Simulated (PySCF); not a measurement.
Compounds:

A. `C=C(C)[C@H]1C[SiH2]C1=O`
B. SMILES C=CCO[SiH2]C#CC
C. SMILES C1=C[Si](OC)(C)C=C1

Spectrum 1. 13C{1H} NMR (computed): δ 148.4 (CH), 120.8 (CH2), 113.2 (C), 84.5 (C), 70.1 (CH2), 5.9 (CH3).

Spectrum 2. 13C{1H} NMR (computed): δ 236.3 (C), 151.4 (C), 115.7 (CH2), 76.7 (CH), 27.6 (CH3), 9.0 (CH2).

Spectrum 3. 13C{1H} NMR (computed): δ 155.3 (CH), 134.3 (CH), 53.3 (CH3), -4.2 (CH3).

PySCF 2.14 calculation with GIAO PBE0/pcSseg-1 shieldings and GFN2-xTB structure; non-relativistic Hamiltonian, fast rotation and ring inversion assumed for equivalent nuclei, in vacuum, one conformer.

Scale: 13C (σ = 186.93 ppm) vs TMS (reference shieldings calculated alike). Shifts are as computed. Against solution values, carbons near 30 ppm lie about +3 ppm off and those near 130 ppm about +5 ppm. Of 1211 compounds with measured shifts, 218 miss one by over three times the rms of a fit or turn the order of signals round; such compounds aren't used in these exercises.

Question: Which spectrum belongs to which compound?

Answer: 1–B, 2–A, 3–C.

- Spectrum 1 (B): 6 13C signals; δC 148.4 is an alkene CH; δC 120.8 is a terminal =CH2 carbon.
- Spectrum 2 (A): 6 13C signals; δC 151.4 is a fully substituted alkene carbon; δC 115.7 is a terminal =CH2 carbon.
- Spectrum 3 (C): 4 13C signals; δC 155.3 is an alkene CH; δC 134.3 is an alkene CH.
